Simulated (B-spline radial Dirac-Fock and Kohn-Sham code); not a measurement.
**Relativistic shifts of the levels of Pt⁴⁵⁺**

System: platinum as Pt⁴⁵⁺, configuration [Ar] 3d10 4s2 4p3.

Both columns are ΔSCF binding energies of the configuration average from a radial atomic solver: non-relativistic Hartree-Fock with a point nucleus, and Dirac-Fock with a finite nucleus and the Coulomb interaction alone, averaged over the two j levels with weights 2j+1.

```
shell  Hartree-Fock (eV)  Dirac-Fock (eV)  shift (eV)  shift (%)
   1s            73929.7          81118.5    +7188.75      +9.72
   2s            14283.2          16225.5    +1942.30     +13.60
   3s             4981.4           5494.7     +513.35     +10.31
   3d             4352.3           4347.9       -4.43      -0.10
   4s             2414.5           2593.2     +178.76      +7.40
   4p             2319.3           2395.5      +76.20      +3.29
```

Relativity binds 1s, 2s, 3s, 4s, 4p more strongly, among those listed most of all 2s in relative terms, and 3d more weakly, because the contracted s and p shells screen the nucleus better.

Values without a named source are computed, but for edge energies of neutral atoms, which are taken from tables.
